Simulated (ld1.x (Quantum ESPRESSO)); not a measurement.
## Which setting gave this result? (titanium, ultrasoft)

Base potential:

| Item | Value |
| --- | --- |
| Element | Ti |
| Generator | ld1.x (Quantum ESPRESSO) 7.5 |
| Type | ultrasoft |
| Functional | PBE |
| Relativity | fully relativistic |
| Frozen core | [Ar] |
| Valence charge | 4 |
| Reference configuration | 3d1 4s0 4p0 (charge +3) |
| Partial waves | 4s (bound, empty): rcut 1.95, rcutus 2.45 bohr; 4s channel at -0.65 Ry: rcut 1.95, rcutus 2.45 bohr; 4p (bound, empty): rcut 1.55, rcutus 2.05 bohr; 4p channel at -0.65 Ry: rcut 1.55, rcutus 2.05 bohr; 3d (bound): rcut 1.20, rcutus 1.50 bohr; 3d channel at 1.45 Ry: rcut 1.20, rcutus 1.50 bohr |
| Local potential | all-electron potential smoothed inside 1.15 bohr (lloc = -1) |
| Core correction | none |
| Augmentation charge | PSQ, inside the norm-conserving radii |

Open shells are filled in proportion to 2j + 1 (rel_dist='average').

Cutoffs, loose and tight: the cutoffs (Ry, on a coarse ladder) from which the occupation-weighted sum of valence levels, in a spherical-Bessel basis at the reference potential, stays within 10 and 1 mRy of its value at 400 Ry. They do not see the model core or the augmentation charge, which bear on the density cutoff. Test errors are all-electron minus pseudo excitation energies from the reference, over the configurations 3d2 4s2 4p0; 3d2 4s1 4p0; 3d2 4s0 4p0; 3d2 4s0 4p2; 3d2 4s1 4p1; 3d1 4s2 4p0; 3d1 4s2 4p1; variants that change the core or the reference have their own tests.

Only the d radius is moved (1 further runs of the sweep failed or gave no value and are left out):

| d radius (bohr) | cutoff, loose | cutoff, tight | bound ghosts | largest test error (meV) |
| --- | --- | --- | --- | --- |
| 1 | 90 Ry | 110 Ry | s, p1/2, p3/2 | +1002 over the solved tests; test run stopped at test 5 of 7 (negative rho), 1 before it not solved |
| 1.12 | 70 Ry | 90 Ry | s, p1/2, p3/2 | +996 over the solved tests; test run stopped at test 5 of 7 (negative rho), 1 before it not solved |
| 1.26 | 55 Ry | 70 Ry | s, p1/2, p3/2 | +970 over the solved tests; test run stopped at test 5 of 7 (negative rho), 1 before it not solved |
| 1.58 | 35 Ry | 45 Ry | s, p1/2, p3/2 | test run stopped at test 1 of 7 (negative rho) |
| 1.86 | 30 Ry | 35 Ry | s, p1/2, p3/2 | +1037 over the solved tests; test run stopped at test 5 of 7 (negative rho), 1 before it not solved |
| 1.94 | 25 Ry | 30 Ry | s, p1/2, p3/2 | +1034 over the solved tests; test run stopped at test 5 of 7 (negative rho), 1 before it not solved |
| 2.1 | 21 Ry | 25 Ry | s, p1/2, p3/2 | +1031 over the solved tests; test run stopped at test 5 of 7 (negative rho), 1 before it not solved |
| 2.28 | 18 Ry | 21 Ry | s, p1/2, p3/2 | +1028 over the solved tests; test run stopped at test 4 of 7 (negative rho) |

Q: One more run gave cutoff, loose: 35 Ry; cutoff, tight: 40 Ry; bound ghosts: s, p1/2, p3/2; largest test error (meV): test run stopped at test 1 of 7 (negative rho). Which value of the d radius was used?

A: 1.66 bohr. The tight cutoff moves one way along this sweep, from 110 Ry at 1 to 21 Ry at 2.28 bohr, which places the run between 1.58 and 1.86 bohr.
